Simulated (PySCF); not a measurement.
Atom-mapped SMILES (the numbers label the heavy atoms): `[CH3:1][O:2][B-:3]([O:4][CH3:5])([O:6][CH3:7])[O:8][CH3:9]`. Each H is labelled by its parent atom.

Geometry: PBE0-D3(BJ)/def2-SVP; GIAO absolute shieldings from PySCF, gas phase, non-relativistic, averaged over equivalent atoms.

At KT2/pcSseg-1 (213 basis functions, 47 s wall time on 1 thread of an x86-64 server CPU, shared host):
| atoms | σ (ppm) |
| --- | --- |
| C1/C5/C7/C9 | 131.3 |
| O2/O4/O6/O8 | 311.9 |
| B3 | 100.9 |
| H(C1)/H(C5)/H(C7)/H(C9) | 27.88 |

Problem. Predict the values at PBE0/pcSseg-1 on the same geometry.

Solution. 
```json
{"atoms": "C1/C5/C7/C9", "σ at PBE0/pcSseg-1": "133.6", "change": "+2.3"}
{"atoms": "O2/O4/O6/O8", "σ at PBE0/pcSseg-1": "323.9", "change": "+12.0"}
{"atoms": "B3", "σ at PBE0/pcSseg-1": "102.1", "change": "+1.2"}
{"atoms": "H(C1)/H(C5)/H(C7)/H(C9)", "σ at PBE0/pcSseg-1": "28.15", "change": "+0.27"}
```

The largest change is at O2/O4/O6/O8 (oxygen bonded to C, B). Cost: 213 basis functions, 33 s wall time on 1 thread of an x86-64 server CPU, shared host.
